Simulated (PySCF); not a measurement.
Simulated absorption spectrum

Species: C₄H₃ClO₃S.
Cartesian coordinates in Å at the GFN2-xTB level; atoms count from 1:
```
atom  x, y, z in Å
O1     2.2888    1.5933    0.0369
S2     1.8689    0.2531   -0.2044
O3     2.3159   -0.4363   -1.3677
Cl4    2.4571   -0.8529    1.4077
C5     0.1274    0.1354   -0.0464
C6    -0.7052   -0.8796   -0.5731
C7    -1.9620   -0.5493   -0.1677
O8    -1.9436    0.5793    0.5620
C9    -0.6810    0.9938    0.6393
H10   -0.3914   -1.7105   -1.1680
H11   -2.9130   -1.0172   -0.3274
H12   -0.4606    1.8903    1.1827
```

Method: PySCF, TDDFT wB97X-D/def2-SVPD, vertical, gas phase, core orbitals frozen in the response.

Computed states:

```json
{"state": "S1", "E (eV)": "5.46", "f": "0.044"}
{"state": "S2", "E (eV)": "5.89", "f": "0.0035"}
{"state": "S3", "E (eV)": "6.19", "f": "0.052"}
{"state": "S4", "E (eV)": "6.52", "f": "0.072"}
{"state": "S5", "E (eV)": "6.73", "f": "0.0039"}
{"state": "S6", "E (eV)": "6.90", "f": "0.028"}
{"state": "S7", "E (eV)": "7.08", "f": "0.015"}
{"state": "S8", "E (eV)": "7.42", "f": "0.182"}
```

Broadening: Gaussians 0.25 eV wide at half height, area fixed by f = 4.319×10⁻⁹ ∫ε dν̃. The width is an assumption, not a result. The curve ends short of the highest state used, and states not computed would add to its high-energy end.

Q: Give the broadened spectrum and its maxima.

A: 
```csv
E (eV),ε (L mol⁻¹ cm⁻¹)
5.09,10
5.14,48
5.19,178
5.23,434
5.28,1086
5.33,2178
5.38,3498
5.43,4500
5.48,4638
5.53,3830
5.58,2537
5.63,1359
5.68,619
5.73,309
5.78,269
5.83,345
5.88,458
5.93,647
5.98,1092
6.02,1790
6.07,3124
6.12,4623
6.17,5586
6.22,5508
6.27,4621
6.32,3825
6.37,4013
6.42,5344
6.47,7042
6.52,7915
6.57,7293
6.62,5549
6.67,3703
6.72,2588
6.77,2408
6.82,2846
```

Maxima: 227 nm (5.46 eV), ε about 4700, made up of S1 (100%); 200 nm (6.19 eV), ε about 5700, made up of S3 (99%); 190 nm (6.52 eV), ε about 7900, made up of S4 (99%) (ε in L mol⁻¹ cm⁻¹; maxima over ε = 5, shares over 10%). At its high-energy end, 6.82 eV, the curve is still rising (ε about 2800, from S5 and S6).

Q: On this curve, what absorbance would a 10⁻³ mol/L sample give at 222 nm over a 1 cm path?

A: 222 nm is 5.585 eV, where ε is about 2400 L mol⁻¹ cm⁻¹, so A = ε c l ≈ 2.4 (Beer–Lambert, with the gas-phase spectrum and the assumed width).

Q: What would ε be at 6.52 eV, the highest of these maxima, with half the width (0.125 eV)?

A: About 15600 L mol⁻¹ cm⁻¹ against 7920, a factor of about 1.97; a lone state at its own centre would give exactly 2.

Q: Coming from long wavelengths, where does ε first pass 100 L mol⁻¹ cm⁻¹?

A: At about 240 nm (5.17 eV), 0.29 eV below S1.

One conformer stands for the species.
